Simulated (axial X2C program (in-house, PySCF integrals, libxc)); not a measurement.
**What spin–orbit coupling does to InSi**

Calculated with an axial X2C code built on PySCF integrals. Spin-free means the one-electron spin-free X2C Hamiltonian; two-component (2c) means X2C with spin–orbit coupling and atomic mean-field two-electron Coulomb and Gaunt terms, so the difference of the two also holds small scalar two-electron terms. Basis: In dyall-cv3z [11s12p9d4f1g], Si dyall-v3z [8s7p2d1f] (cores contracted in-house); Gaussian nuclei, density fitting, unrestricted open shells. Masses: In 114.904 u, Si 27.977 u.

Spin-free state: M_S = 3/2, Λ = 0 (beyond evenly filled blocks: σα, π+α, π-α); fragments In + Si.

```csv
level,Re (Å),ωe (cm⁻¹),De (eV),μ (D)
PBE0,2.610,260.4,2.341,-2.04
HF,2.694,239.4,1.445,-2.82
MP2,2.638,261.9,2.149,n/a
CCSD,2.649,257.0,2.012,n/a
CCSD(T),2.644,259.6,2.131,n/a
LDA,2.570,268.7,2.851,-1.47
```

Correlated methods: 7 electrons correlated (number of frozen shells: In 4 s, 3 p, 2 d; Si 2 s, 1 p), 231 virtual spin orbitals or spinors in MP2, 90 natural virtuals in coupled cluster.

Dipoles are positive if Si is the positive end.

Two-component determinant lowest at the distance of the search:

Ω = 3/2 (⟨Sz⟩ = 1.49, ⟨Lz⟩ = 0.01 at HF); fragments In + Si.

```json
{"level": "PBE0", "Re (Å)": "2.609", "ωe (cm⁻¹)": "260.2", "De (eV)": "n/a", "μ (D)": "-2.03"}
{"level": "HF", "Re (Å)": "2.694", "ωe (cm⁻¹)": "239.1", "De (eV)": "n/a", "μ (D)": "-2.82"}
{"level": "MP2", "Re (Å)": "2.640", "ωe (cm⁻¹)": "262.1", "De (eV)": "2.000", "μ (D)": "n/a"}
{"level": "CCSD", "Re (Å)": "2.649", "ωe (cm⁻¹)": "256.8", "De (eV)": "1.864", "μ (D)": "n/a"}
{"level": "CCSD(T)", "Re (Å)": "2.644", "ωe (cm⁻¹)": "259.5", "De (eV)": "1.983", "μ (D)": "n/a"}
{"level": "LDA", "Re (Å)": "2.569", "ωe (cm⁻¹)": "268.3", "De (eV)": "n/a", "μ (D)": "-1.45"}
```

Question: From the two tables, how do the constants change at the CCSD(T) level (2c against spin-free)?

Answer: At the CCSD(T) level Re is unchanged within 0.001 Å and ωe stays the same within 0.2 cm⁻¹; De is not compared, since the atomic limits differ or miss part of their spin–orbit lowering.

The state is a single determinant with fixed occupations, the lowest that a limited PBE0 search found. De is counted from the lowest determinant-based energies of the atoms at the same level, without counterpoise correction. De is not given where an atomic determinant may have missed its ground term or J level, or where the truncated virtual space spoils (T). Density functionals use the spin component along the axis (collinear). CCSD and (T) use frozen natural virtuals with an MP2 correction for the truncation; (T) itself is uncorrected, so its De runs slightly low. In 2c an atomic determinant is not the ground J level, so De misses part of the atomic spin–orbit lowering. This holds for MP2, CCSD, CCSD(T). Other states lie close and PBE0, whose exact exchange favours high spin, may order them wrongly; the determinant shown need not be the ground state. The nearest other spin-free determinant of the search, M_S = 1/2, Λ = 0, lies 0.32 eV up at the distance of the search. Without a current term, density functionals place determinants with orbital angular momentum somewhat too high. With several unpaired electrons one determinant need not be a pure state. This is the top spin component of a Σ state; components of lower Ω are not single determinants and can lie lower. With the outer-core shells frozen, correlated bond lengths of heavy atoms tend to come out a few hundredths of an ångström too long.
